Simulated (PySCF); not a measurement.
Rows and methods have been separated. Pair them.

Compound: AlH2(NMe2), C₂H₈AlN.
Z-matrix (Å and degrees, PBE0-D3(BJ)/def2-SVP geometry), rows numbered from 1:
```
Al
H   1  1.5879
H   1  1.5877  2  125.39
N   1  1.7854  2  117.26  3  -179.96
C   4  1.4421  1  123.62  2   179.97
C   4  1.4420  1  123.56  2     0.18
H   5  1.1082  4  111.87  1   120.10
H   5  1.1010  4  110.97  1    -0.03
H   5  1.1082  4  111.85  1  -120.15
H   6  1.1010  4  110.96  1     0.01
H   6  1.1082  4  111.84  1   120.12
H   6  1.1082  4  111.87  1  -120.13
```

The closed-shell ground state was solved 3 times with PySCF (density fitting, gas phase), always in the pcSseg-1 (pcSseg-2 on Al) basis (134 functions), with these functionals: B3LYP, PBE and PBE0.

| row | total energy (Eh) | HOMO (eV) | LUMO (eV) | dipole (D) |
| --- | --- | --- | --- | --- |
| P | -377.8823 | -5.24 | -1.51 | 1.24 |
| Q | -378.2409 | -6.22 | -1.00 | 1.07 |
| R | -377.9239 | -6.42 | -0.80 | 1.04 |

Task: Which functional belongs to which row?

Result: P = PBE, Q = B3LYP, R = PBE0. By rising HOMO–LUMO gap: PBE (GGA) 3.73 eV; B3LYP (global hybrid, 20 % exact exchange) 5.22 eV; PBE0 (global hybrid, 25 % exact exchange) 5.62 eV. Total energies of different functionals aren't bounds to one another; each is stationary for its own functional.
